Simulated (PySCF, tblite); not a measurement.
Isomers of C7H10ClNSi. Method: GFN2-xTB as coded in tblite; computed harmonic values from a numerical Hessian at the method's own geometry, unscaled. Against measured fundamentals such values can be off by several per cent, at times by over 20. Modes of hydrogen on silicon can be 10 to 20 % off. One conformer each.

Electronic energies: PBE0/pcSseg-1 single points on the GFN2-xTB geometries (PySCF, gas phase).

```csv
SMILES,"electronic energy, lowest = 0 (kcal/mol)"
N#CC[C@@H]1C=CCC[Si@H]1Cl,0.0
ClCC[SiH2]c1ccccn1,16.5
Cc1ccc([SiH2]CCl)nc1,17.0
C=N[Si@@](Cl)(C#CC)C(=C)C,29.4
```

Task: How do GFN2-xTB zero-point energies change the relative energies?

Result: 
```json
{"SMILES": "N#CC[C@@H]1C=CCC[Si@H]1Cl", "ZPE (kcal/mol)": "95.1", "of it from modes above 1550 cm⁻¹": "47.4", "electronic (kcal/mol)": "0.0", "with ZPE, lowest = 0 (kcal/mol)": "0.0", "lowest mode (cm⁻¹)": "19", "rings": "1"}
{"SMILES": "ClCC[SiH2]c1ccccn1", "ZPE (kcal/mol)": "92.8", "of it from modes above 1550 cm⁻¹": "45.5", "electronic (kcal/mol)": "16.5", "with ZPE, lowest = 0 (kcal/mol)": "14.2", "lowest mode (cm⁻¹)": "13", "rings": "1"}
{"SMILES": "Cc1ccc([SiH2]CCl)nc1", "ZPE (kcal/mol)": "92.1", "of it from modes above 1550 cm⁻¹": "43.3", "electronic (kcal/mol)": "17.0", "with ZPE, lowest = 0 (kcal/mol)": "14.0", "lowest mode (cm⁻¹)": "11", "rings": "1"}
{"SMILES": "C=N[Si@@](Cl)(C#CC)C(=C)C", "ZPE (kcal/mol)": "92.4", "of it from modes above 1550 cm⁻¹": "51.3", "electronic (kcal/mol)": "29.4", "with ZPE, lowest = 0 (kcal/mol)": "26.7", "lowest mode (cm⁻¹)": "16", "rings": "0"}
```

The zero-point energies span 3.0 kcal/mol, from `Cc1ccc([SiH2]CCl)nc1` to `N#CC[C@@H]1C=CCC[Si@H]1Cl`. The lowest isomer stays, but the order above it changes.

Task: And how do the electronic energies of GFN2-xTB itself compare?

Result: `N#CC[C@@H]1C=CCC[Si@H]1Cl` 0.0; `ClCC[SiH2]c1ccccn1` 4.8; `Cc1ccc([SiH2]CCl)nc1` 1.5; `C=N[Si@@](Cl)(C#CC)C(=C)C` 35.1 kcal/mol, lowest = 0. Against the energies above, taken from the same isomer `N#CC[C@@H]1C=CCC[Si@H]1Cl`, the largest difference is 15.5 kcal/mol.
